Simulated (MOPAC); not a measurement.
MOPAC input (PM7):

```
PM7 FORCE THERMO(298,298) PRECISE LET UHF MS=0.5 GEO-OK AUX(PRECISION=9) THREADS=1
HS2

S    -0.89635420 1    0.02484456 1    0.43092418 1
S     0.78409487 1    0.02269226 1   -0.43099731 1
H     1.63235907 1   -0.82210625 1    0.16026852 1
```

From the last part of the output:

```
     H    3   0.409616   3.591644   3.667883

          HEAT OF FORMATION =      20.507788 KCALS/MOLE

          ZERO POINT ENERGY       5.504 KCAL/MOL

           NORMAL COORDINATE ANALYSIS (Total motion = 1 Angstrom)

   Root No.       1         2         3

                 1 A'      2 A'      3 A'

                 552.9     779.3    2517.6

           1   -0.2329   -0.0461    0.0003
           2    0.0113   -0.0203   -0.0006
           3   -0.0000    0.0000    0.0000
           4    0.2468    0.0192   -0.0121
           5   -0.0200    0.0305   -0.0275
           6    0.0000   -0.0000    0.0000
           7   -0.4399    0.8545    0.3778
           8    0.2757   -0.3235    0.8927
           9   -0.0000    0.0000   -0.0000

           MASS-WEIGHTED COORDINATE ANALYSIS (NORMAL COORDINATES)

   Root No.       1         2         3

                 1 A'      2 A'      3 A'

                 552.9     779.3    2517.6

           1   -0.6611   -0.2655    0.0015
           2    0.0322   -0.1171   -0.0034
           3   -0.0000    0.0000    0.0000
           4    0.7003    0.1106   -0.0696
           5   -0.0568    0.1757   -0.1574
           6    0.0000   -0.0000    0.0000
           7   -0.2214    0.8736    0.3839
           8    0.1387   -0.3307    0.9072
           9   -0.0000    0.0000   -0.0000

          DESCRIPTION OF VIBRATIONS

 VIBRATION          1    1A'         ATOM PAIR     ENERGY CONTRIBUTION    RADIAL
 FREQUENCY           552.95         S 1 -- S 2         +73.1% (100.8%)     99.6%
 TRANSITION DIPOLE   0.4244         S 2 -- H 3         +26.9% ( 61.2%)      2.6%
 TRAVEL (Ang.)       0.0934
 REDUCED MASS       13.9707
 EFFECTIVE MASS     31.7768
 FORCE CONSTANT      2.5167

 VIBRATION          2    2A'         ATOM PAIR     ENERGY CONTRIBUTION    RADIAL
 FREQUENCY           779.25         S 2 -- H 3         +93.6% ( 92.4%)      4.5%
 TRANSITION DIPOLE   0.2597         S 1 -- S 2          +6.4% ( 24.1%)     62.3%
 TRAVEL (Ang.)       0.2864
 REDUCED MASS        1.0546
 EFFECTIVE MASS      3.4593
 FORCE CONSTANT      0.3773

 VIBRATION          3    3A'         ATOM PAIR     ENERGY CONTRIBUTION    RADIAL
 FREQUENCY          2517.58         S 2 -- H 3         +99.9% (100.0%)     99.9%
 TRANSITION DIPOLE   0.6034         S 1 -- S 2          +0.1% (  3.3%)     17.6%
 TRAVEL (Ang.)       0.1656
 REDUCED MASS        0.9772
 EFFECTIVE MASS      1.3085
 FORCE CONSTANT      3.6491

      SYMMETRY NUMBER FOR POINT-GROUP Cs  =  1

          SYSTEM IS A GROUND STATE

 HS2

          MOLECULE IS NOT LINEAR

          THERE ARE  3 GENUINE VIBRATIONS IN THIS SYSTEM
          THIS THERMODYNAMICS CALCULATION IS LIMITED TO
          MOLECULES WHICH HAVE NO INTERNAL ROTATIONS

                    CALCULATED THERMODYNAMIC PROPERTIES
                                          *
   TEMP. (K)   PARTITION FUNCTION   H.O.F.    ENTHALPY  HEAT CAPACITY ENTROPY
                                   KCAL/MOL   CAL/MOLE    CAL/K/MOL  CAL/K/MOL

 298.00  VIB.     0.1100D+01                   170.6946     1.8191     0.7622
         ROT.     0.5573D+04                   888.2803     2.9808    20.1218
         INT.     0.6130D+04                  1058.9749     4.7999    20.8840
         TRA.     0.5081D+27                  1480.4672     4.9680    38.4375
         TOT.                       20.508    2539.4421     9.7679    59.3215

   *: NOTE: HEATS OF FORMATION ARE RELATIVE TO THE
            ELEMENTS IN THEIR STANDARD STATE AT 298K
              (=  Standard Enthalpy of Formation).

            Hvib:  Zero-point energy is not included.
                   frequencies of less than zero cm-1 are not included.
            Hrot = (3/2)RT
            Htra = (3/2)RT + pV = (5/2)RT

            Heat capacity is Cp, not Cv

          For more information, see: HTTP://OpenMOPAC.net/Manual/thermochemistry.html

           FORCE CONSTANT IN CARTESIAN COORDINATES (Millidynes/A)

    ATOM   CHEMICAL       X               Y               Z
   NUMBER   SYMBOL  FORCE CONSTANT  FORCE CONSTANT  FORCE CONSTANT

      1       S        3.335212        0.163854        0.000451
      2       S        3.549572        3.338957        0.004851
      3       H        0.838944        3.140534        0.001175

 **********************
 *                    *
 * JOB ENDED NORMALLY *
 *                    *
 **********************

 == MOPAC DONE ==
```
